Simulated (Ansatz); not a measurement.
Isolated molecules relaxed with PBE0-D4/def2-TZVP in Ansatz; ΔE leaves out vibrations. CBS: MP2 limit from def2 TZ/QZ plus the TZ coupled-cluster correction, frozen cores. This one scheme is used for every species. Functionals use def2-TZVPP. B3LYP here is the variant with VWN-RPA as its local correlation; programs differ in this. Each species was taken in one conformer, which may not be the lowest.

`C[O][Al]([F])[O][SiH3]` + `CNB[SiH3]` → `CN([SiH3])B[SiH3]` + `C[O][Al]([OH])[F]`  (ligand exchange at the Si–O bond)

Is it downhill or uphill in electronic energy at CCSD(T)/CBS, and by how much? (An estimate is asked.)

Ansatz gave: Uphill: ΔE = +78.0 kJ/mol.

What do these levels give: PBE-D4, r2SCAN-D4, PBE, r2SCAN, B3LYP, MP2/def2-TZVPP, SCS-MP2/def2-TZVPP, CCSD(T)/def2-TZVPP, HF/def2-QZVPP, HF/CBS(def2), MP2/CBS(def2), CCSD/CBS(def2)? (Estimate.)

Computed: PBE-D4 71.4, r2SCAN-D4 81.4, PBE 77.9, r2SCAN 82.9, B3LYP 92.2, MP2/def2-TZVPP 76.3, SCS-MP2/def2-TZVPP 82.1, CCSD(T)/def2-TZVPP 78.7, HF/def2-QZVPP 107.6, HF/CBS(def2) 107.8, MP2/CBS(def2) 75.6, CCSD/CBS(def2) 82.4 kJ/mol.

Largest T1 diagnostic among the species: 0.014.

From PBE to PBE0 (25 % exact exchange), in def2-TZVPP and without D4, ΔE moves by +3.7 kJ/mol. The D4 term adds −10.6 kJ/mol with B3LYP and −5.5 kJ/mol with PBE0; it sums over pairs of atoms, weighted by their polarisabilities, and B3LYP, whose exchange is more repulsive, gets the larger term. In def2-TZVPP, CCSD(T) changes the Hartree–Fock value by −27.5 kJ/mol (the triples alone add −4.4 kJ/mol) and MP2 by −29.9 kJ/mol.
